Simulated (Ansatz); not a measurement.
`[SH][Zr]([SH])([SH])[SH]`. Charge 0, multiplicity 1. Zr: def2 effective core potential.

```xyz
9

S     0.1609    2.0736   -1.2406
Zr   -0.0002   -0.0002    0.0006
S     1.5914   -1.5867   -0.9032
S    -2.2547   -0.8641   -0.1933
S     0.5024    0.3757    2.3401
H    -0.5662    2.6688   -0.2704
H     0.7919   -1.7178   -1.9840
H    -1.8069   -2.0411    0.2948
H     1.5813    1.0917    1.9560
```

Task: What are the harmonic wavenumbers in cm⁻¹ at PBE0-D4/def2-TZVP (Ansatz, finite differences of forces, unscaled)? (Estimate.)

Result: The calculation gave: 72, 72, 81, 89, 100, 133, 134, 226, 229, 339, 361, 361, 393, 491, 495, 498, 498, 2663, 2663, 2663, 2664.

Task: Is this a minimum?

Result: Yes, all 21 modes are real.

Task: Give the ideal-gas thermochemistry at 298.15 K and 1 bar (rigid rotor, harmonic oscillator; point group S4, symmetry number 2).

Result: Zero-point energy 91.1 kJ/mol; H(298) − E = 123.4 kJ/mol; entropy 447.5 J/(mol·K), of which translation 176.3, rotation 120.8, vibration 150.4; G(298) − E = -10.1 kJ/mol. Modes under 100 cm⁻¹ are hindered rotations or soft bends, so the harmonic entropy is rough.

Task: And at 400, 500, 600, 800 and 1000 K?

Result: 
```csv
T (K),H − E (kJ/mol),S (J/mol/K),G − E (kJ/mol)
400,139.4,493.7,-58.1
500,155.8,530.3,-109.4
600,172.7,561.0,-164.0
800,207.5,611.1,-281.4
1000,243.5,651.3,-407.7
```
